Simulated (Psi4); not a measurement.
cyclohexanone (C6H10O), singlet, geometry from GFN2-xTB; MP2/6-31G** in Psi4.

Psi4 was given this input:
```
memory 2 GB

molecule {
0 1
  O     2.25319886    0.38747361   -0.15059007
  C     1.11141593    0.21481818    0.19248471
  C     0.10583456    1.33600325    0.31546258
  C    -1.14762441    1.02516163   -0.50667753
  C    -1.74025140   -0.31820921   -0.09700492
  C    -0.71145930   -1.42655699   -0.28893100
  C     0.54707611   -1.14425040    0.53574342
  H    -0.16716421    1.43383899    1.36918106
  H     0.56339300    2.27052471   -0.01264100
  H    -1.88087258    1.82167185   -0.36534325
  H    -0.88337911    0.99815491   -1.56614608
  H    -2.62673309   -0.52931101   -0.69820774
  H    -2.04747157   -0.27979996    0.95085283
  H    -1.13173332   -2.38929918    0.00864923
  H    -0.44034152   -1.49219443   -1.34496861
  H     1.30660714   -1.90714075    0.35839349
  H     0.29215540   -1.14803285    1.59848700
}

set basis 6-31g**

energy('mp2')
print_variables()
```

Problem. Write the output that Psi4 gives for this input, abridged.

Solution. 
```
    SCF Algorithm Type (re)set to DF.

   => Loading Basis Set <=

    Name: 6-31G**
    Role: ORBITAL
    Keyword: BASIS

         ---------------------------------------------------------
                                   SCF
               by Justin Turney, Rob Parrish, Andy Simmonett
                          and Daniel G. A. Smith
                              RHF Reference
         ---------------------------------------------------------

  ==> Geometry <==

    Molecular point group: c1
    Full point group: C1

    Geometry (in Angstrom), charge = 0, multiplicity = 1:

       Center              X                  Y                   Z               Mass
    ------------   -----------------  -----------------  -----------------  -----------------
         O            2.182341713856     0.375135289454    -0.147580506759    15.994914619570
         C            1.040558783856     0.202479859454     0.195494273241    12.000000000000
         C            0.034977413856     1.323664929454     0.318472143241    12.000000000000
         C           -1.218481556144     1.012823309454    -0.503667966759    12.000000000000
         C           -1.811108546144    -0.330547530546    -0.093995356759    12.000000000000
         C           -0.782316446144    -1.438895310546    -0.285921436759    12.000000000000
         C            0.476218963856    -1.156588720546     0.538752983241    12.000000000000
         H           -0.238021356144     1.421500669454     1.372190623241     1.007825032230
         H            0.492535853856     2.258186389454    -0.009631436759     1.007825032230
         H           -1.951729726144     1.809333529454    -0.362333686759     1.007825032230
         H           -0.954236256144     0.985816589454    -1.563136516759     1.007825032230
         H           -2.697590236144    -0.541649330546    -0.695198176759     1.007825032230
         H           -2.118328716144    -0.292138280546     0.953862393241     1.007825032230
         H           -1.202590466144    -2.401637500546     0.011658793241     1.007825032230
         H           -0.511198666144    -1.504532750546    -1.341959046759     1.007825032230
         H            1.235749993856    -1.919479070546     0.361403053241     1.007825032230
         H            0.221298253856    -1.160371170546     1.601496563241     1.007825032230

  Running in c1 symmetry.

  Rotational constants: A =      0.14153  B =      0.08472  C =      0.05979 [cm^-1]
  Rotational constants: A =   4242.86986  B =   2539.92804  C =   1792.59151 [MHz]
  Nuclear repulsion =  311.797997686582676

  Charge       = 0
  Multiplicity = 1
  Electrons    = 54
  Nalpha       = 27
  Nbeta        = 27

  ==> Algorithm <==

  SCF Algorithm Type is DF.
  DIIS enabled.
  MOM disabled.
  Fractional occupation disabled.
  Guess Type is SAD.
  Energy threshold   = 1.00e-08
  Density threshold  = 1.00e-08
  Integral threshold = 1.00e-12

  ==> Primary Basis <==

  Basis Set: 6-31G**
    Blend: 6-31G**
    Number of shells: 72
    Number of basis functions: 155
    Number of Cartesian functions: 155
    Spherical Harmonics?: false
    Max angular momentum: 2

   => Loading Basis Set <=

    Name: (6-31G** AUX)
    Role: JKFIT
    Keyword: DF_BASIS_SCF

  ==> Integral Setup <==

  SCF_SUBTYPE=INCORE selected. In-core MEM_DF algorithm will be used.
  Using in-core AOs.

  ==> MemDFJK: Density-Fitted J/K Matrices <==

    J tasked:                   Yes
    K tasked:                   Yes
    wK tasked:                   No
    Algorithm:                 Core
    Schwarz Cutoff:           1E-12
    Mask sparsity (%):       3.1883
    Fitting Condition:        1E-10

   => Auxiliary Basis Set <=

  Basis Set: (6-31G** AUX)
    Blend: CC-PVDZ-JKFIT
    Number of shells: 258
    Number of basis functions: 817
    Number of Cartesian functions: 817
    Spherical Harmonics?: false
    Max angular momentum: 3

  Minimum eigenvalue in the overlap matrix is 3.2298850823E-03.
  Reciprocal condition number of the overlap matrix is 4.0561539579E-04.
    Using symmetric orthogonalization.

  ==> Pre-Iterations <==

  SCF Guess: Superposition of Atomic Densities via on-the-fly atomic UHF (no occupation information).

   -------------------------
    Irrep   Nso     Nmo
   -------------------------
     A        155     155
   -------------------------
    Total     155     155
   -------------------------

  ==> Iterations <==

                           Total Energy        Delta E     RMS |[F,P]|

   @DF-RHF iter SAD:  -307.16333413212124   -3.07163e+02   0.00000e+00
   @DF-RHF iter   1:  -307.74193586822469   -5.78602e-01   3.56391e-03 DIIS/ADIIS
   @DF-RHF iter   2:  -307.87706550354471   -1.35130e-01   2.10738e-03 DIIS/ADIIS
   @DF-RHF iter   3:  -307.91599527664295   -3.89298e-02   4.36779e-04 DIIS/ADIIS
   @DF-RHF iter   4:  -307.91910883939067   -3.11356e-03   1.92823e-04 DIIS/ADIIS
   @DF-RHF iter   5:  -307.91962456952467   -5.15730e-04   3.65620e-05 DIIS
   @DF-RHF iter   6:  -307.91966950644633   -4.49369e-05   1.60596e-05 DIIS
   @DF-RHF iter   7:  -307.91967666965576   -7.16321e-06   6.36282e-06 DIIS
   @DF-RHF iter   8:  -307.91967786031677   -1.19066e-06   1.68191e-06 DIIS
   @DF-RHF iter   9:  -307.91967794918440   -8.88676e-08   2.58021e-07 DIIS
   @DF-RHF iter  10:  -307.91967795105961   -1.87521e-09   6.34455e-08 DIIS
   @DF-RHF iter  11:  -307.91967795115931   -9.97034e-11   1.74318e-08 DIIS
   @DF-RHF iter  12:  -307.91967795116602   -6.70752e-12   4.39681e-09 DIIS
  Energy and wave function converged.

  ==> Post-Iterations <==

    Orbital Energies [Eh]
    ---------------------

    Doubly Occupied:

[...]
    Virtual:

[...]
    Final Occupation by Irrep:
              A
    DOCC [    27 ]
    NA   [    27 ]
    NB   [    27 ]

  @DF-RHF Final Energy:  -307.91967795116602

   => Energetics <=

    Nuclear Repulsion Energy =            311.7979976865826757
    One-Electron Energy =               -1035.4388915519057264
    Two-Electron Energy =                 415.7212159141570282
    Total Energy =                       -307.9196779511660225

Computation Completed

Properties will be evaluated at   0.000000,   0.000000,   0.000000 [a0]

Properties computed using the SCF density matrix

 Multipole Moments:

 ------------------------------------------------------------------------------------
     Multipole            Electronic (a.u.)      Nuclear  (a.u.)        Total (a.u.)
 ------------------------------------------------------------------------------------

 L = 1.  Multiply by 2.5417464519 to convert [e a0] to [Debye]
 Dipole X            :          5.9090270           -7.2306325           -1.3216055
 Dipole Y            :          1.0500636           -1.2590667           -0.2090031
 Dipole Z            :         -0.0130928            0.3071114            0.2940186
 Magnitude           :                                                    1.3699527

 ------------------------------------------------------------------------------------

  //>>>>>>>>>>>>>>>>>>>>>>>>>>>>>>>>>>>//
  //               DFMP2               //
  //<<<<<<<<<<<<<<<<<<<<<<<<<<<<<<<<<<<//

   => Loading Basis Set <=

    Name: (6-31G** AUX)
    Role: RIFIT
    Keyword: DF_BASIS_MP2

	 --------------------------------------------------------
	                          DF-MP2
	      2nd-Order Density-Fitted Moller-Plesset Theory

	        Rob Parrish, Justin Turney, Andy Simmonett,
	           Ed Hohenstein, and C. David Sherrill
	 --------------------------------------------------------

   => Auxiliary Basis Set <=

  Basis Set: (6-31G** AUX)
    Blend: CC-PVDZ-RI
    Number of shells: 186
    Number of basis functions: 532
    Number of Cartesian functions: 612
    Spherical Harmonics?: true
    Max angular momentum: 3

	 --------------------------------------------------------
	                 NBF =   155, NAUX =   532
	 --------------------------------------------------------
	   CLASS    FOCC     OCC    AOCC    AVIR     VIR    FVIR
	   PAIRS       0      27      27     128     128       0
	 --------------------------------------------------------

	-----------------------------------------------------------
	 ==================> DF-MP2 Energies <====================
	-----------------------------------------------------------
	 Reference Energy          =    -307.9196779511660225 [Eh]
	 Singles Energy            =      -0.0000000000000000 [Eh]
	 Same-Spin Energy          =      -0.2544003941486620 [Eh]
	 Opposite-Spin Energy      =      -0.7926169770477416 [Eh]
	 Correlation Energy        =      -1.0470173711964037 [Eh]
	 Total Energy              =    -308.9666953223623977 [Eh]
	-----------------------------------------------------------
	 ================> DF-SCS-MP2 Energies <==================
	-----------------------------------------------------------
	 SCS Same-Spin Scale       =       0.3333333333333333 [-]
	 SCS Opposite-Spin Scale   =       1.2000000000000000 [-]
	 SCS Same-Spin Energy      =      -0.0848001313828873 [Eh]
	 SCS Opposite-Spin Energy  =      -0.9511403724572899 [Eh]
	 SCS Correlation Energy    =      -1.0359405038401772 [Eh]
	 SCS Total Energy          =    -308.9556184550061744 [Eh]
	-----------------------------------------------------------

  Variable Map:
  ----------------------------------------------------------------------------
[...]
  Array Variable Map:
  ----------------------------------------------------------------------------
[...]
[...]
```
